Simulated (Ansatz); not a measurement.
`N#[C][Sn]([F])([F])[F]` + HI → `[F][Sn]([F])([F])[I]` + `C#N` at 700 K and 1 bar (ligand exchange at the Sn–C bond).

Program: Ansatz. Geometries: PBE0-D4/def2-TZVP. ΔE: electronic, gas phase. CCSD(T)/CBS adds triple-zeta CCSD(T) − MP2 to the extrapolated MP2 energy (def2 sets, frozen cores). This one scheme is used for every species. Elements past krypton have def2 core potentials. For I, Sn outer-core shells are correlated without core-valence functions, which leaves a few kJ/mol of doubt a bond.

```tsv
species	CCSD(T)/CBS energy (Eh)	H − E (kJ/mol)	S (J/(mol·K))
`N#[C][Sn]([F])([F])[F]`	-606.22625	105.2	460.8
HI	-298.03592	34.6	231.7
`[F][Sn]([F])([F])[I]`	-810.98500	78.6	451.5
`C#N`	-93.32098	68.7	235.2
```

H − E and S are ideal-gas, rigid-rotor, harmonic terms from PBE0-D4/def2-TZVP. 1 Eh = 2625.50 kJ/mol, R = 8.31446 J/(mol·K).

**Question.** By hand: ΔE, ΔH, ΔS and ΔG.

**Answer.** ΔE = (-810.98500) + (-93.32098) − (-606.22625) − (-298.03592) = -0.04381 Eh = -115.0 kJ/mol. Δ(H − E) = 78.6 + 68.7 − 105.2 − 34.6 = 7.5, so ΔH = -107.5 kJ/mol. ΔS = 451.5 + 235.2 − 460.8 − 231.7 = -5.8 J/(mol·K). ΔG = -107.5 − 700 × (-5.8)/1000 = -103.4 kJ/mol.

**Question.** By hand: the equilibrium constant, and the temperature at which ΔG would vanish if ΔH and ΔS stayed fixed.

**Answer.** log₁₀ K = −ΔG/(RT ln 10) = 7.7. ΔG = 0 at ΔH/ΔS = 18534 K, far beyond where these terms or the molecules hold.

The number of gas molecules stays the same, so ΔS is small and ΔH decides. A doubt of 5 kJ/mol in ΔE shifts log₁₀ K by 0.4 here. These are equilibria of isolated gas molecules and say nothing of rates. Largest T1 diagnostic: 0.015 (customary marks: 0.02 for closed shells, 0.045 for open ones).
